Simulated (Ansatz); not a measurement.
Si2H4OF2 (SMILES O[SiH](F)[SiH2]F): the vertical ionisation energy, rung by rung

Si2H4OF2 has 9 atoms, charge 0, and is taken as a singlet. SMILES: `O[SiH](F)[SiH2]F`. Geometry: relaxed at PBE0-D4/def2-TZVP. This is one conformer, not always the lowest.

Each level gives the vertical ionisation energy (to the doublet cation) (eV). The values are calculated.

```tsv
level	kind	program	value (eV)	less CCSD(T)/def2-SVP	CPU time (all runs)
HF/def2-SVP	Hartree–Fock	Ansatz	10.39	-0.04	9.1 s
SVWN5/def2-SVP	LDA	Ansatz	9.97	-0.46	13 s
revPBE/def2-SVP	GGA	Ansatz	9.82	-0.61	23 s
B3LYP/def2-SVP	global hybrid	Ansatz	10.30	-0.13	29 s
wB97M-V/def2-SVP	range-separated hybrid	Ansatz	10.47	+0.04	5.5 min
B2PLYP/def2-SVP	double hybrid	Ansatz	10.34	-0.09	41 s
MP2/def2-SVP	perturbation theory	Ansatz	10.43	0.00	11 s
CCSD(T)/def2-SVP	coupled cluster or CI	Ansatz	10.43	0.00	3.3 min
```

CCSD(T)/def2-SVP is the highest level here, not the true value. The values span 9.82 to 10.47 eV. CPU times are rough (shared hosts, several kinds of processor): they show what a rung costs within a factor of a few.
